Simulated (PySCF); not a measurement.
# Ionisation energy of Ta⁶⁸⁺ by level of theory

Ta⁶⁸⁺ [He] 2s2 2p1 [2p1/2^1, M_J = 1/2] → Ta⁶⁹⁺ [He] 2s2, as a difference of total energies. Computed with PySCF 2.14 in an uncontracted even-tempered set (16 s from 54 bohr⁻², ratio 2.4; 13 p from 70 bohr⁻², ratio 2.4; 5 d from 220 bohr⁻², ratio 2.6; 4 f from 340 bohr⁻², ratio 2.6), with the two-component X2C-1e Hamiltonian. Correlated levels: nothing frozen; the 28 highest virtual spinors dropped. "Screened" scales the spin-orbit matrix elements by Boettger's factors to mimic the two-electron term; Breit and QED terms are absent.

| method | ionisation energy (eV) |
| --- | --- |
| GHF (spin-free) | 17277.1 |
| GMP2 (spin-free) | 17276.9 |
| GHF (screened spin-orbit) | 18268.2 |
| GMP2 (screened spin-orbit) | 18265.7 |

Problem. How much does correlation contribute at GMP2 (screened spin-orbit)?

Solution. 18265.7 − (18268.2) = -2.5 eV, measured against GHF (screened spin-orbit).

For this ion Breit and QED terms and the two-electron picture change, all absent here, outweigh the correlation shift from GHF to GMP2.

The spin-free rows lack the spin-orbit shift.

For comparison: 18250 ± 50 eV (theoretical estimate listed by NIST; NIST Atomic Spectra Database, ionization energies).
